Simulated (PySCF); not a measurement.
This PySCF input asks for the NMR shieldings of SMILES C[C@@H]1C[Se]CC[C@H]1C#N, C₇H₁₁NSe; the geometry comes from GFN2-xTB.

```python
import basis_set_exchange as bse
import numpy as np
from pyscf import gto, dft
from pyscf.prop import nmr

atoms = """
C     2.131177   -0.428910   -0.624963
C     0.796424    0.275425   -0.379836
C     0.907678    1.119795    0.882304
Se   -0.685346    2.227494    1.197991
C    -1.909046    0.688960    1.136512
C    -1.734757   -0.098666   -0.148923
C    -0.346611   -0.752460   -0.257928
C    -0.356983   -1.621345   -1.413210
N    -0.395465   -2.297195   -2.334202
H     2.087696   -1.032294   -1.528885
H     2.379740   -1.079050    0.212533
H     2.927196    0.303375   -0.737863
H     0.579589    0.931443   -1.231106
H     1.745534    1.814306    0.804494
H     1.052302    0.491180    1.764936
H    -2.918093    1.095786    1.208877
H    -1.709958    0.071902    2.016017
H    -1.887669    0.560363   -1.007767
H    -2.498636   -0.881359   -0.189435
H    -0.169919   -1.378072    0.627419
"""
names = dict.fromkeys(["C", "Se", "N", "H"], "pcSseg-1")
basis = {el: gto.basis.parse(bse.get_basis(n, elements=[el], fmt="nwchem")) for el, n in names.items()}
mol = gto.M(atom=atoms, basis=basis, charge=0, verbose=0)
mf = dft.RKS(mol, xc="PBE0")
mf.grids.level = 2
mf.grids.alignment = dft.numint.BLKSIZE   # the property module wants whole blocks of grid points
mf.conv_tol = 1e-9
mf.kernel()

calc = nmr.RKS(mf)   # GIAO
C = mf.mo_coeff
Co = C[:, mf.mo_occ > 0]
resp = mf.gen_response(singlet=True, hermi=2)
def vind(x):   # induced exchange potential for any number of trial vectors
    d = np.einsum("pi,xij,qj->xpq", C, 2 * x.reshape(-1, C.shape[1], Co.shape[1]), Co, optimize=True)
    return np.einsum("xpq,pi,qj->xij", resp(d - d.transpose(0, 2, 1)), C, Co, optimize=True).ravel()
mo1, _ = nmr.rhf.solve_mo1(calc, with_cphf=vind)
sigma = calc.kernel(mo1)
for i, s in enumerate(sigma):   # ppm
    w = np.linalg.eigvalsh((s + s.T) / 2)
    print("%2d %-2s iso %8.1f  s11 %8.1f  s22 %8.1f  s33 %8.1f" % (i, mol.atom_pure_symbol(i), w.mean(), *w))
```

Problem. What are the results?

Solution. 
```
 0 C  iso    162.1  s11    143.5  s22    155.2  s33    187.6
 1 C  iso    145.5  s11    132.0  s22    144.8  s33    159.7
 2 C  iso    148.6  s11    134.7  s22    145.0  s33    165.9
 3 Se iso   1548.8  s11   1152.6  s22   1607.8  s33   1886.1
 4 C  iso    154.9  s11    147.8  s22    154.2  s33    162.7
 5 C  iso    148.6  s11    139.0  s22    150.4  s33    156.5
 6 C  iso    149.7  s11    140.8  s22    151.1  s33    157.1
 7 C  iso     60.5  s11    -62.0  s22    -52.4  s33    295.8
 8 N  iso    -33.2  s11   -196.5  s22   -188.9  s33    285.8
 9 H  iso     29.6  s11     24.1  s22     28.9  s33     36.0
10 H  iso     31.0  s11     27.5  s22     28.6  s33     36.9
11 H  iso     30.6  s11     26.0  s22     28.2  s33     37.6
12 H  iso     29.9  s11     26.4  s22     30.2  s33     33.2
13 H  iso     29.3  s11     22.7  s22     28.9  s33     36.4
14 H  iso     29.3  s11     23.3  s22     29.5  s33     35.0
15 H  iso     29.2  s11     23.1  s22     26.9  s33     37.7
16 H  iso     29.0  s11     23.3  s22     27.7  s33     36.0
17 H  iso     29.6  s11     26.3  s22     28.5  s33     34.1
18 H  iso     29.2  s11     23.4  s22     28.4  s33     35.8
19 H  iso     30.0  s11     26.7  s22     30.0  s33     33.4
```

These numbers come from an equivalent density-fitted implementation of the same equations, which agrees with the script to about 0.01 ppm for H and up to a few tenths of a ppm for heavy atoms, so last digits may differ.

Relativistic effects, spin–orbit coupling among them, are left out; they matter for Se and for the light atoms bonded to it.

Size and cost of the density-fitted run: 232 basis functions, 41 s wall time on 1 thread of an Arm Neoverse V2, shared host.
